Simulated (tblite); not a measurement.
A geometry optimisation, step by step.

Species: C6H10N2Si.
Atom-mapped SMILES: `[CH3:1][NH:2][SiH2:3][c:4]1[cH:5][cH:6][cH:7][cH:8][n:9]1` (hydrogens: H10, H11, H12 on C1; H13 on N2; H14, H15 on Si3; H16 on C5; H17 on C6; H18 on C7; H19 on C8)

Computed with GFN2-xTB (tblite), gas phase: L-BFGS steps from a force-field or distance-geometry start until the largest atomic force falls under 0.01 eV/Å. 7 of its 89 geometries are shown.

Step 0: E = -693.5108 eV, largest atomic force 2.168 eV/Å
```
atom  x, y, z in Å  |  force x, y, z in eV/Å
C1      3.508   -0.340   -0.104    0.088   0.235  -0.169
N2      2.134   -0.875   -0.254    0.174   1.521   0.255
Si3     1.134    0.129    0.808    0.372  -0.685   0.731
C4     -0.657    0.138    0.326   -1.614  -0.238   1.100
C5     -1.079    0.133   -0.981   -0.769   0.083  -0.915
C6     -2.459    0.131   -1.249    1.030   0.024   0.517
C7     -3.311    0.129   -0.169   -1.762  -0.026  -0.103
C8     -2.876    0.126    1.150    1.921  -0.034  -1.005
N9     -1.546    0.121    1.361   -0.253   0.109  -0.152
H10     4.061   -0.529   -1.032    0.010   0.080   0.300
H11     4.053   -0.832    0.728   -0.583   0.325  -0.437
H12     3.452    0.773    0.084    0.695  -1.151  -0.222
H13     1.890   -0.739   -1.242   -0.031  -0.354   0.481
H14     1.657    1.512    0.818   -0.219   0.075  -0.052
H15     1.228   -0.385    2.197    0.086   0.037  -0.440
H16    -0.362    0.141   -1.806   -0.254  -0.005   0.323
H17    -2.843    0.138   -2.250   -0.029  -0.024  -0.211
H18    -4.397    0.118   -0.360    0.498   0.029   0.076
H19    -3.596    0.120    1.968    0.642   0.000  -0.078
```

Step 15: E = -694.0881 eV, largest atomic force 0.194 eV/Å
```
atom  x, y, z in Å  |  force x, y, z in eV/Å
C1      3.587   -0.326   -0.165    0.050  -0.005   0.034
N2      2.151   -0.485   -0.247    0.108   0.079  -0.141
Si3     1.096    0.219    0.905    0.169  -0.080  -0.016
C4     -0.693    0.070    0.324    0.048   0.053   0.023
C5     -1.124    0.106   -0.999   -0.074  -0.023   0.054
C6     -2.484    0.120   -1.257   -0.067   0.021  -0.050
C7     -3.379    0.121   -0.198    0.028  -0.025  -0.012
C8     -2.854    0.104    1.085    0.018   0.020  -0.016
N9     -1.560    0.072    1.334    0.042   0.027   0.024
H10     4.093   -0.680   -1.063   -0.145  -0.025   0.013
H11     3.978   -0.884    0.689   -0.005  -0.035   0.012
H12     3.863    0.722   -0.016   -0.087  -0.018  -0.023
H13     1.830   -0.896   -1.105    0.012  -0.006   0.004
H14     1.398    1.659    1.012   -0.012   0.010   0.093
H15     1.294   -0.470    2.186   -0.080   0.093   0.015
H16    -0.418    0.131   -1.819   -0.004  -0.017   0.137
H17    -2.841    0.151   -2.275   -0.068  -0.022  -0.090
H18    -4.447    0.137   -0.355    0.039   0.018  -0.045
H19    -3.500    0.138    1.955    0.026  -0.064  -0.013
```

Step 29: E = -694.1447 eV, largest atomic force 0.244 eV/Å
```
atom  x, y, z in Å  |  force x, y, z in eV/Å
C1      3.581   -0.313   -0.195   -0.132   0.046  -0.022
N2      2.144   -0.273   -0.367   -0.140  -0.149  -0.133
Si3     1.105    0.240    0.906    0.059   0.129   0.075
C4     -0.685    0.102    0.329    0.051   0.019   0.019
C5     -1.113    0.107   -0.995   -0.012  -0.013   0.023
C6     -2.471    0.122   -1.262    0.013  -0.079  -0.032
C7     -3.362    0.118   -0.202   -0.036   0.042  -0.020
C8     -2.844    0.099    1.083    0.044  -0.049  -0.025
N9     -1.550    0.094    1.340    0.032  -0.004  -0.022
H10     4.056   -0.706   -1.092    0.025   0.001   0.035
H11     3.870   -0.924    0.667    0.076   0.001  -0.076
H12     3.941    0.704   -0.030   -0.015  -0.053   0.058
H13     1.812   -0.999   -0.990    0.086   0.040   0.143
H14     1.428    1.660    1.103    0.028   0.036   0.027
H15     1.225   -0.457    2.196    0.011  -0.039  -0.074
H16    -0.390    0.101   -1.800   -0.041   0.030   0.081
H17    -2.831    0.121   -2.281   -0.026   0.032  -0.048
H18    -4.429    0.138   -0.364   -0.021  -0.022  -0.024
H19    -3.495    0.074    1.948   -0.001   0.033   0.016
```

Step 44: E = -694.1738 eV, largest atomic force 0.105 eV/Å
```
atom  x, y, z in Å  |  force x, y, z in eV/Å
C1      3.537   -0.309   -0.215    0.031   0.006  -0.033
N2      2.101   -0.319   -0.375    0.009   0.045   0.007
Si3     1.117    0.276    0.908   -0.035   0.005   0.027
C4     -0.679    0.161    0.340   -0.025   0.052   0.005
C5     -1.102    0.144   -0.986    0.010  -0.031  -0.009
C6     -2.456    0.112   -1.271    0.016  -0.012   0.010
C7     -3.354    0.093   -0.215   -0.013   0.013  -0.007
C8     -2.843    0.103    1.074    0.008   0.045  -0.012
N9     -1.553    0.148    1.344    0.001  -0.080   0.014
H10     4.031   -0.578   -1.146   -0.006  -0.063  -0.078
H11     3.877   -0.988    0.574    0.031  -0.032  -0.028
H12     3.853    0.697    0.052   -0.053   0.022   0.054
H13     1.783   -1.151   -0.855    0.055   0.009  -0.003
H14     1.520    1.670    1.118   -0.002   0.025  -0.044
H15     1.258   -0.460    2.167   -0.040  -0.021   0.095
H16    -0.369    0.155   -1.778    0.008   0.011  -0.001
H17    -2.808    0.098   -2.294    0.013   0.019   0.026
H18    -4.420    0.081   -0.386   -0.017  -0.036  -0.006
H19    -3.500    0.077    1.936    0.010   0.022  -0.017
```

Step 59: E = -694.1887 eV, largest atomic force 0.064 eV/Å
```
atom  x, y, z in Å  |  force x, y, z in eV/Å
C1      3.534   -0.314   -0.245   -0.001  -0.005  -0.013
N2      2.092   -0.369   -0.326    0.023   0.018   0.057
Si3     1.113    0.270    0.940    0.006   0.010   0.001
C4     -0.681    0.172    0.360    0.007  -0.007   0.001
C5     -1.086    0.168   -0.971    0.005  -0.005   0.007
C6     -2.436    0.107   -1.271    0.005   0.025  -0.001
C7     -3.347    0.074   -0.228    0.000  -0.013  -0.013
C8     -2.852    0.116    1.068   -0.009   0.005  -0.011
N9     -1.565    0.154    1.354   -0.005   0.002  -0.010
H10     3.969   -0.460   -1.235    0.017  -0.005  -0.008
H11     3.951   -1.064    0.435   -0.013  -0.007  -0.026
H12     3.825    0.668    0.122   -0.014   0.002  -0.003
H13     1.789   -1.222   -0.774   -0.027  -0.006  -0.015
H14     1.535    1.669    1.069    0.008   0.023   0.006
H15     1.199   -0.406    2.241    0.007   0.006   0.017
H16    -0.343    0.215   -1.754   -0.005  -0.024   0.005
H17    -2.776    0.094   -2.299    0.004  -0.013   0.006
H18    -4.409    0.016   -0.413   -0.008   0.026   0.004
H19    -3.521    0.121    1.921    0.001  -0.031  -0.003
```

Step 73: E = -694.1930 eV, largest atomic force 0.042 eV/Å
```
atom  x, y, z in Å  |  force x, y, z in eV/Å
C1      3.526   -0.322   -0.266   -0.003   0.005   0.004
N2      2.084   -0.378   -0.285   -0.021  -0.017  -0.032
Si3     1.113    0.296    0.968    0.003  -0.005   0.010
C4     -0.677    0.177    0.374    0.003  -0.017  -0.001
C5     -1.072    0.159   -0.961    0.000  -0.002   0.002
C6     -2.420    0.107   -1.274   -0.001  -0.003   0.005
C7     -3.342    0.079   -0.240    0.004   0.003   0.003
C8     -2.857    0.103    1.060   -0.002  -0.010  -0.001
N9     -1.572    0.149    1.358   -0.003   0.009  -0.005
H10     3.920   -0.414   -1.280   -0.001   0.001   0.004
H11     3.974   -1.108    0.352   -0.015  -0.012  -0.002
H12     3.832    0.639    0.141   -0.007   0.000  -0.005
H13     1.756   -1.218   -0.740    0.010   0.023   0.015
H14     1.546    1.694    1.069   -0.009   0.006  -0.003
H15     1.186   -0.349    2.286    0.015   0.007   0.001
H16    -0.325    0.186   -1.740    0.012   0.005   0.009
H17    -2.748    0.088   -2.305    0.002   0.005   0.007
H18    -4.403    0.040   -0.433    0.014  -0.002  -0.001
H19    -3.531    0.081    1.908   -0.002   0.005  -0.011
```

Step 88: E = -694.1944 eV, largest atomic force 0.009 eV/Å
```
atom  x, y, z in Å  |  force x, y, z in eV/Å
C1      3.512   -0.327   -0.274    0.001  -0.001   0.001
N2      2.069   -0.368   -0.289   -0.001   0.001   0.005
Si3     1.115    0.305    0.977    0.002   0.003   0.002
C4     -0.674    0.166    0.388    0.001   0.003   0.006
C5     -1.059    0.151   -0.950    0.003  -0.001   0.003
C6     -2.404    0.106   -1.273    0.000  -0.002   0.002
C7     -3.333    0.077   -0.245   -0.004   0.003   0.001
C8     -2.858    0.095    1.058    0.000   0.002   0.002
N9     -1.575    0.138    1.366    0.000   0.005   0.007
H10     3.902   -0.407   -1.290   -0.002  -0.001   0.002
H11     3.952   -1.127    0.331   -0.004  -0.004  -0.001
H12     3.826    0.625    0.147    0.004   0.000  -0.005
H13     1.732   -1.208   -0.738    0.005  -0.002  -0.007
H14     1.528    1.711    1.060    0.001  -0.001  -0.002
H15     1.219   -0.324    2.300    0.000   0.001  -0.006
H16    -0.304    0.179   -1.721    0.004   0.007  -0.002
H17    -2.726    0.096   -2.306    0.001  -0.004  -0.002
H18    -4.393    0.044   -0.446   -0.007  -0.003  -0.005
H19    -3.539    0.076    1.900   -0.005  -0.006  -0.002
```

Question: Summarise the path.

Answer: The energy falls by 0.6836 eV from step 0 to step 88; nine tenths of that is first reached at step 25. It falls at every step. The largest force goes from 2.168 to 0.009 eV/Å. Among the bonds N2–Si3 changes most, from 1.771 to 1.722 Å; the atoms move by 0.289 Å rms after alignment.

The cost below is that of the whole relaxation. Hardware: an Arm Neoverse V1 with one thread, on a shared host. Cost: 0.74 s wall.
